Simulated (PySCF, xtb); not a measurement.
C4H4F2O2, SMILES O=C1COC(F)(F)C1.

GFN2-xTB run with xtb 6.7.1 at its own geometry gives an orbital gap of 4.06 eV and a dipole moment of 1.53 D.

Coordinates come from a r2SCAN-D4/def2-SVP optimisation. Other conformers were not sampled.

Question: What does PBE/def2-TZVP run with PySCF give? (Estimate from the structure and the level; the computed values follow.)

Answer: gap 3.86 eV (levels -6.38 and -2.53 eV), dipole 0.87 D.
